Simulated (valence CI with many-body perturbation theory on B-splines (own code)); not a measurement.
Values are calculated unless marked as measured or tabulated.
# Basis-set convergence for Tm⁵⁴⁺

Method: relativistic CI+MBPT: five valence electrons over a frozen Dirac-Fock core [Ne], a basis of 9 s, 9 p, 8 d, 6 f, 3 g, 1 h functions for each j, with the one-electron correlation potential Σ1 (screened to all orders), the two-electron term Σ2, the three-electron term Σ3, Breit, model QED; selected single and double excitations, second order for the rest, scaled by the run's own slope (own B-spline code, finite nucleus).

No measured spectrum was set against this ion. As an estimate, large intervals hold to a few tenths of a per cent, small ones and those within an open d or f shell to about a per cent. Among the levels kept, up to 1300 cm⁻¹ of a level comes from second order outside the variational space, and about a tenth of that is noise between levels of different J, which matters for small intervals.

The reference run has the lowest level (3s^2 3p1/2^2 3p3/2) J=3/2 and an ionisation energy of 5159.35 eV. Its largest variational space holds 20000 state functions.

Levels are named by their leading jj configuration (3d3/2^4 stands for four electrons in 3d with j = 3/2), which in mixed levels can hold well under half, so a name can repeat and another be missing. Letters in brackets count levels of one name in rising energy.

Changed runs:
A. basis 6 s, 6 p, 5 d, 3 f, 1 g
B. basis 5 s, 5 p, 4 d, 2 f

Excitation energies of the reference run in cm⁻¹, and shifts in cm⁻¹:

| Level | Reference | A | B |
| --- | --- | --- | --- |
| (3s^2 3p1/2^2 3d3/2) J=3/2 | 1692060 | +229 | +661 |
| (3s^2 3p1/2 3p3/2^2) J=3/2 | 1949100 | -134 | -416 |
| (3s^2 3p1/2 3p3/2^2) J=5/2 | 2037410 | +22 | +117 |
| (3s^2 3p1/2 3p3/2^2) J=1/2 | 2150210 | +52 | +252 |
| (3s^2 3p1/2^2 3d5/2) J=5/2 | 2255460 | +296 | +848 |
| (3s 3p1/2^2 3p3/2^2) J=5/2 | 3209330 | -129 | -358 |
| (3s 3p1/2^2 3p3/2^2) J=3/2 | 3432580 | -32 | -119 |
| (3s 3p1/2^2 3p3/2^2) J=1/2 | 3440930 | -28 | -1.6 |
| (3s^2 3p1/2 3p3/2 3d3/2) J=5/2 [a] | 3624560 | +108 | +229 |
| (3s^2 3p1/2 3p3/2 3d3/2) J=3/2 [a] | 3647410 | +67 | +153 |
| (3s^2 3p1/2 3p3/2 3d3/2) J=1/2 [a] | 3647420 | +17 | -10 |
| (3s^2 3p1/2 3p3/2 3d3/2) J=7/2 | 3715470 | +303 | +969 |
| Ionisation energy (eV) | 5159.35 | -0.042 | -0.15 |
